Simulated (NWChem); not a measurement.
System: C2H3ClFNSi; SMILES C#C[Si@@](N)(F)Cl

NWChem input:

```
start job
memory heap 200 mb stack 900 mb global 1100 mb
geometry units angstroms noautosym nocenter noautoz
  C      0.817133     2.763821     0.045519
  C      0.371078     1.635608     0.031867
  Si    -0.298250    -0.046360     0.014163
  N     -1.313918    -0.282608     1.355826
  F     -1.010720    -0.253877    -1.415341
  Cl     1.193351    -1.466936     0.095991
  H      1.214654     3.755175     0.056061
  H     -1.589448    -1.207742     1.659631
  H     -1.968646     0.434454     1.642346
end
basis spherical
  * library def2-svp
end
dft
  xc b3lyp
  iterations 150
end
cosmo
  do_cosmo_smd true
  solvent toluene
end
task dft energy
```

The geometry was optimised at B3LYP/6-31G* (spherical d). Solvent: toluene.

Level: B3LYP/def2-SVP with SMD (1 M gas to 1 M solution), gas-phase geometry. Reactions with the solvent are ignored.

Give the results of this calculation. (B3LYP/def2-SVP, SMD on the gas-phase geometry.) Quantities: solvation free energy (kcal/mol); cavity-dispersion-structure term (kcal/mol); dipole in solution (D).


```json
{
 "solvation free energy (kcal/mol)": "-3.4",
 "cavity-dispersion-structure term (kcal/mol)": "0.9",
 "dipole in solution (D)": "3.04"
}
```
